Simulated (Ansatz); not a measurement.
Mulliken charges of CH3AlF2Se, SMILES `C[Se][Al]([F])[F]` from B3LYP/def2-TZVPP in Ansatz (PBE0-D4/def2-TZVP geometry).

```tsv
atom	x (Å)	y (Å)	z (Å)	charge (e)
C1	-0.615	-0.234	1.273	-0.338
Se2	0.577	-1.318	0.139	-0.107
Al3	0.816	0.177	-1.559	0.729
F4	1.735	-0.165	-2.871	-0.341
F5	0.060	1.634	-1.485	-0.350
H6	-1.552	-0.775	1.381	0.137
H7	-0.796	0.741	0.827	0.133
H8	-0.132	-0.118	2.240	0.137
```

By hand: the dipole of these point charges (1 e Å = 4.8032 D).

Σ q r = (-0.208, -0.190, 0.523) e Å, of length 0.594 e Å = 2.85 D.

How does the dipole of the full density compare? (An estimate is asked.)

Ansatz gave: (-0.225, -0.033, 0.417) e Å, 2.28 D; the point charges give 1.25 times that, at 16° from its direction.

Point charges leave out the atoms' own dipoles, such as those of lone pairs, and Mulliken's split depends on the basis, so the two needn't agree.

B3LYP here is the variant with VWN-RPA as its local correlation; programs differ in this.
